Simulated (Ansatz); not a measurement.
C₆H₁₈S₃Sn₃⁻, that is cyclo-(Me2SnS)3 with one electron more. Total charge -1; doublet. Geometry PBE-D4/def2-SVP, that of the neutral singlet; atoms count from 1.

```tsv
atom	x (Å)	y (Å)	z (Å)
Sn1	-1.095	-0.360	1.986
C2	-2.783	-1.112	0.853
C3	-1.163	-0.761	4.114
S4	-0.951	2.081	1.774
Sn5	0.221	2.239	-0.377
C6	2.355	1.995	-0.083
C7	-0.382	4.131	-1.243
S8	-0.639	0.525	-1.922
Sn9	0.659	-1.435	-1.217
C10	-0.539	-3.144	-1.805
C11	2.650	-1.389	-2.079
S12	1.002	-1.397	1.213
H13	-2.781	-2.218	0.875
H14	-2.688	-0.740	-0.185
H15	-3.717	-0.727	1.307
H16	-1.248	-1.852	4.281
H17	-2.036	-0.244	4.556
H18	-0.234	-0.382	4.578
H19	2.855	1.902	-1.066
H20	2.510	1.082	0.522
H21	2.746	2.878	0.458
H22	-0.099	4.955	-0.560
H23	0.118	4.265	-2.221
H24	-1.479	4.127	-1.382
H25	-0.053	-4.072	-1.448
H26	-1.543	-3.050	-1.351
H27	-0.632	-3.168	-2.908
H28	2.594	-0.922	-3.081
H29	3.046	-2.419	-2.166
H30	3.309	-0.790	-1.423
```

In the def2 sets Sn takes a core potential; there is no spin–orbit coupling. Single mean-field runs in def2-TZVP are fitted with def2-universal-jkfit. The highest occupied level of the charge -1 doublet lies above zero (up to 1.50 eV). By energy differences it is unbound by 0.32 eV (vertical, against the charge 0 singlet, at PBE0-D4/def2-TZVP) and held by the finite basis.

(1) Estimate the Mulliken populations of the heavy atoms from the PBE0/def2-TZVP orbitals of Ansatz.

(2) Where does the spin sit?

(3) And the Mayer bond orders between heavy atoms (over 0.3)?

## Answers

(1) 
| atom | charge (e) | spin (α − β) |
| --- | --- | --- |
| Sn1 | 0.77 | 0.20 |
| C2 | -0.60 | -0.02 |
| C3 | -0.56 | -0.05 |
| S4 | -0.61 | 0.06 |
| Sn5 | 0.78 | 0.19 |
| C6 | -0.60 | -0.02 |
| C7 | -0.56 | -0.05 |
| S8 | -0.60 | 0.06 |
| Sn9 | 0.71 | 0.23 |
| C10 | -0.55 | -0.04 |
| C11 | -0.56 | -0.04 |
| S12 | -0.60 | 0.06 |
Mulliken values depend strongly on the basis.

(2) Summed by element: Sn 0.62, C -0.24, S 0.18, H 0.43, of 1 unpaired in all. Largest on single atoms: Sn9 0.23, Sn1 0.20, Sn5 0.19.

(3) Sn1–C2 0.74 (2.17 Å); Sn1–C3 0.64 (2.17 Å); Sn1–S4 0.90 (2.45 Å); Sn1–S12 0.88 (2.46 Å); S4–Sn5 0.92 (2.45 Å); Sn5–C6 0.75 (2.17 Å); Sn5–C7 0.65 (2.17 Å); Sn5–S8 0.89 (2.46 Å); S8–Sn9 0.89 (2.45 Å); Sn9–C10 0.61 (2.17 Å); Sn9–C11 0.61 (2.17 Å); Sn9–S12 0.90 (2.45 Å).
